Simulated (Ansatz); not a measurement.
GeH₆O₂Si (`O[SiH2][GeH2][OH]`) at its PBE0-D4/def2-TZVP geometry, where that method's forces vanish. Charge 0, multiplicity 1.

```xyz
10

O    -1.1694    1.0818   -1.6345
Si   -0.9843    0.5318   -0.0871
Ge    1.0098   -0.7836   -0.0590
O     1.3857   -1.1968    1.6460
H    -1.9534    1.5931   -1.8401
H    -2.1592   -0.2750    0.3495
H    -0.8468    1.6588    0.8829
H     0.8552   -2.1526   -0.7371
H     2.2091   -0.0288   -0.6756
H     1.6534   -0.4287    2.1549
```

Question: What forces (eV/Å) does PBE-D4/def2-TZVPP give on these atoms in Ansatz 0.2.0? (An estimate is asked.)

Answer: Computed: 
```
O1   0.315 -0.069 -0.394
Si2  0.048 -0.117  0.290
Ge3 -0.128  0.167 -0.350
O4  -0.021 -0.551  0.276
H5  -0.368  0.243 -0.108
H6  -0.127 -0.101  0.072
H7   0.024  0.115  0.131
H8  -0.007 -0.159 -0.059
H9   0.142  0.084 -0.091
H10  0.123  0.389  0.233
```
